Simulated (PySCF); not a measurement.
Spin-rotation constants: `InChI=1S/CH10GeO2Si2/c1-3-5-6-4-2/h5-6H2,1-2H3`

Cartesian coordinates in Å; atom numbers follow the order of the lines, from 1:
```xyz
16

C    -3.1875   -0.1880    0.5528
O    -2.1232   -1.0735    0.6783
Si   -0.5436   -0.7657    0.9221
Si    0.3054    0.5955   -0.7266
O     1.9379    0.5206   -0.6836
Ge    3.3552    0.2697    0.2621
H    -4.0670   -0.7558    0.2456
H    -2.9768    0.5823   -0.1948
H    -3.3963    0.2993    1.5087
H    -0.1007   -2.1613    0.9571
H    -0.3481   -0.2021    2.2795
H     0.0302    0.2262   -2.1238
H    -0.0336    2.0293   -0.6054
H     4.3257   -0.3594   -0.6877
H     3.8122    1.6201    0.7272
H     3.0026   -0.6281    1.4123
```

The calculation used PySCF, GIAO KT3/pcSseg-1 magnetisability, rotational g tensor and spin-rotation constants, non-relativistic, gas phase. Geometry: GFN2-xTB.

The calculation is non-relativistic, which matters for the atoms heavier than Zn.

(1) Give the nuclear spin-rotation constants along the inertial axes (H = +C I·J) beside the isotropic shieldings.

(2) How do the rotational constants and the g tensor change when H7, H8, H9, H10, H11, H12, H13, H14, H15, H16 are replaced by deuterium?

## Answers

(1) Rotational constants 4.4777, 0.5048, 0.4665 GHz. A star marks the isotopologue with that one atom substituted, in its own axes.
```
atom  isotope  Caa (kHz)  Cbb (kHz)  Ccc (kHz)  mean (kHz)  σ (ppm)
  H7       1H      0.082     -0.053     -0.028       0.000     27.9
  H8       1H     -0.320      0.012     -0.052      -0.120     28.5
  H9       1H     -0.402     -0.041      0.009      -0.144     28.1
 H10       1H     -0.412     -0.011     -0.001      -0.141     26.4
 H11       1H     -0.383     -0.022      0.008      -0.132     26.3
 H12       1H     -0.401     -0.009      0.001      -0.136     26.0
 H13       1H     -0.397     -0.017      0.009      -0.135     25.9
 H14       1H     -0.164     -0.044     -0.004      -0.071     27.0
 H15       1H     -0.283     -0.042      0.007      -0.106     26.9
 H16       1H     -0.285      0.010     -0.043      -0.106     27.1
  C1     13C*      0.878      0.100      0.097       0.358    129.1
  O2     17O*     -0.460     -0.016     -0.006      -0.161    338.3
 Si3    29Si*     -2.146     -0.315     -0.296      -0.919    395.7
 Si4    29Si*     -2.145     -0.317     -0.299      -0.920    392.5
  O5     17O*     -0.491     -0.005      0.013      -0.161    360.4
 Ge6    73Ge*     -1.220     -0.144     -0.144      -0.502   1409.9
```
For the geometry as given, no vibrational averaging.

(2) Constants 3.5578, 0.4586, 0.4241 GHz; g -0.0526, -0.0087, -0.0096, against -0.0663, -0.0096, -0.0106 before.
